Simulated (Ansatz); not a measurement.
Geometry optimisation, Ansatz 0.2.0, RKS PBE/def2-SVP.

The input (input.yaml):

```yaml
crystal:
  periodic: [false, false, false]
  atoms:
    - { symbol: Ta, position_ang: [0.0, 0.0, 0.0] }
    - { symbol: F, position_ang: [2.28, 0.0, 0.0] }
    - { symbol: Cl, position_ang: [0.0, 0.0, 2.47] }
    - { symbol: Cl, position_ang: [0.0, 0.0, -2.47] }
    - { symbol: "N", position_ang: [-1.08, 1.8706, 0.0] }
    - { symbol: H, position_ang: [-1.6414, 2.1584, 0.8518] }
    - { symbol: H, position_ang: [-1.0486, 2.5007, -0.8518] }
    - { symbol: Cl, position_ang: [-1.235, -2.139, 0.0] }
    - { symbol: O, position_ang: [0.7315, -1.8635, 1.1725] }
    - { symbol: Al, position_ang: [0.0236, -3.4918, 1.0465] }
    - { symbol: H, position_ang: [0.7561, -4.5995, 0.228] }
    - { symbol: H, position_ang: [-1.3292, -3.8111, 1.7545] }
    - { symbol: H, position_ang: [1.9139, -1.1026, 0.6938] }
basis:
  gaussian: { orbitals: def2-SVP }
hamiltonian:
  xc: pbe
relax:
  f_tol: 0.15
  max_steps: 25
  restrain:
    - { distance: [0, 8], at: 2.02, k: 30.0 }
    - { distance: [12, 1], at: 0.92, k: 30.0 }
    - { distance: [0, 1], at: 3.13, k: 30.0 }
    - { distance: [12, 8], at: 2.21, k: 30.0 }
```

Command:

```bash
$ ansatz run input.yaml --threads 4 --pin off --max-ram 5120MiB --backend cpu --events-out ev --progress --plain --runs-dir out
```

Question: Where does it end, and by what steps?

Answer: The run converged. The restraints hold the end off the free minimum; the threshold counts their pulls, which the force column leaves out. Restrained pairs: Ta1–O9 (2.32 → 1.98 Å), F2–H13 (1.35 → 0.93 Å), Ta1–F2 (2.28 → 3.13 Å), O9–H13 (1.49 → 2.20 Å). After 22 steps the energy has fallen by 4.820 eV (the restraints' own energy left out); Cl8 moved furthest, 2.25 Å.

| step | energy less start (eV) | largest force component (eV/Å) | accepted |
| --- | --- | --- | --- |
| 0 | 0.0000 | 5.884 | yes |
| 1 | -0.0834 | 4.929 | yes |
| 2 | -0.6469 | 5.031 | yes |
| 3 | -2.0122 | 3.361 | yes |
| 4 | -3.2921 | 1.681 | yes |
| 5 | -4.0064 | 1.100 | yes |
| 6 | -4.3323 | 1.135 | yes |
| 7 | -4.5019 | 0.954 | yes |
| 8 | -4.5833 | 1.045 | yes |
| 9 | -4.6492 | 0.973 | yes |
| 10 | -4.6785 | 0.807 | yes |
| 11 | -4.7135 | 0.936 | yes |
| 12 | -4.7426 | 0.988 | yes |
| 13 | -4.7660 | 0.900 | yes |
| 14 | -4.7869 | 0.736 | yes |
| 15 | -4.7968 | 0.860 | yes |
| 16 | -4.8038 | 0.876 | yes |
| 17 | -4.8068 | 0.939 | yes |
| 18 | -4.7972 | 1.165 | yes |
| 19 | -4.8050 | 1.078 | yes |
| 20 | -4.8154 | 0.962 | yes |
| 21 | -4.8160 | 0.935 | yes |
| 22 | -4.8198 | 0.961 | yes |

```xyz
13
Properties=species:S:1:pos:R:3
Ta -0.890 -0.362 0.167
F 2.170 0.206 0.470
Cl -1.031 0.120 2.473
Cl -0.313 -0.471 -2.122
N -0.649 1.596 -0.043
H -0.547 2.232 0.755
H -0.311 2.030 -0.909
Cl -3.114 -0.915 -0.111
O 0.248 -1.940 0.558
Al 0.496 -3.623 0.961
H 1.453 -4.447 -0.014
H -0.219 -4.182 2.281
H 2.077 -0.721 0.428
```

Run time: 84 s on 4 threads of Arm Neoverse V2, with other jobs on the host, peak memory 0.3 GiB.
